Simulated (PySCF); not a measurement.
All numbers come from PBE0 in PySCF with Ge def2-TZVP, F def2-TZVP; no relativity; density-fitted integrals. Open shells, if any, are unrestricted.

What shape and geometry does isolated singlet GeF₃⁺ take (every ligand bound to Ge)?

Counting electrons, germanium keeps none of its valence electrons outside its bonds, so the VSEPR class is AX3 and the expected shape is trigonal planar (D3h), as computed. The lowest minimum found is a singlet of D3h symmetry with Ge–F 1.649 Å (×3); F–Ge–F 120.0° (×3). Its harmonic wavenumbers are 212 (e'), 216 (a2''), 780 (a1'), 900 (e') cm⁻¹ and its dipole moment is 0.00 D about the centre of mass.

This need not be the most stable arrangement of these atoms.
